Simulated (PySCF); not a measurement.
F3H3OSi2, SMILES F[Si](F)(F)O[SiH3]. Atoms are numbered in the order given.

```xyz
9

F      1.4739     0.2670    -1.2913
Si     0.7726     0.2001     0.1443
F      1.7045    -0.6687     1.1072
F      0.7154     1.6889     0.7250
O     -0.6927    -0.4470     0.0492
Si    -2.2916    -0.6263    -0.4059
H     -2.3624    -0.7628    -1.8851
H     -3.0586     0.5694     0.0343
H     -2.8161    -1.8492     0.2525
```

Geometry: B3LYP-D3(BJ)/def2-SVP. Other conformers were not sampled.

Level of theory: SMD-ωB97X/6-31G* run with PySCF.

Solvation free energies are E(SMD) − E(gas) at the gas-phase geometry, for 1 M in both phases. In vacuum the dipole moment is 2.40 D.

| solvent | ΔG(solv) (kcal/mol) | its non-electrostatic (CDS) part | dipole (D) |
|---|---|---|---|
| water | 1.8 | 4.1 | 2.70 |
| methanol | -1.8 | 0.4 | 2.69 |
| benzene | -1.2 | -0.1 | 2.55 |
